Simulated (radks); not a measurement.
Results of a calculation; reference values are marked as such.
Numerical settings for the cobalt ion Co+, [Ar] 3d8. Level of theory: non-relativistic Kohn-Sham, PBE, spin-polarised, spherical densities, point nucleus; open shells are filled with parallel spins first (a radial shooting solver on a logarithmic mesh with Libxc functionals). The defaults (mesh step 0.008 in ln r, mesh end at 40 bohr or more with all orbitals vanishing there, Anderson mixing 0.5 over 9 steps, residual threshold near 1e-9 with the energy settled to 1e-9 hartree or 1e-11 of itself, here a cap of 75 iterations) give E = -1382.2087 hartree and 3d at -11.319 eV in 17 iterations. Run on one thread of a shared host, so times are rough (Arm Neoverse N1): 0.19 s of CPU time, 0.19 s wall, 17 iterations on 2476 mesh points. Changes against that run (0 stands for a change within the tolerance of the run):

| setting | iterations | converged | E (mhartree) | e(3d) (meV) | CPU (s) |
|---|---|---|---|---|---|
| mesh step in ln r 0.005 | 17 | yes | 0 | 0 | 0.3 |
| mesh step in ln r 0.012 | 17 | yes | 0 | 0 | 0.14 |
| mesh step in ln r 0.12 | 4 | no | diverged | - | 0.01 |
| mesh end (bohr) 400 | 17 | yes | 0 | 0 | 0.2 |
| mesh end (bohr) 2 | 14 | level above zero | +2.73e+03 | +2.94e+04 | 0.12 |
| residual threshold 0.001 | 12 | yes | 0 | -0.0622 | 0.15 |
| residual threshold 1e-13 | 75 | no | 0 | 0 | 0.56 |
| mixing 1.5 | 18 | yes | 0 | 0 | 0.21 |
| linear mixing, mixing 0.2 | 75 | no | 0 | 0 | 0.61 |
| linear mixing, mixing 0.5 | 75 | no | 0 | 0 | 0.64 |
| mixing history 3 | 21 | yes | 0 | 0 | 0.21 |
| iteration cap 5 | 5 | no | +47.2 | +1.92e+03 | 0.07 |

Settled on a wrong energy, with an occupied level pushed above zero by the early mesh end: mesh end (bohr) 2 (+2.73 hartree). Apart from these: no run marked as converged misses the energy by more than 1 mhartree. A mesh that ends early acts as a hard wall.
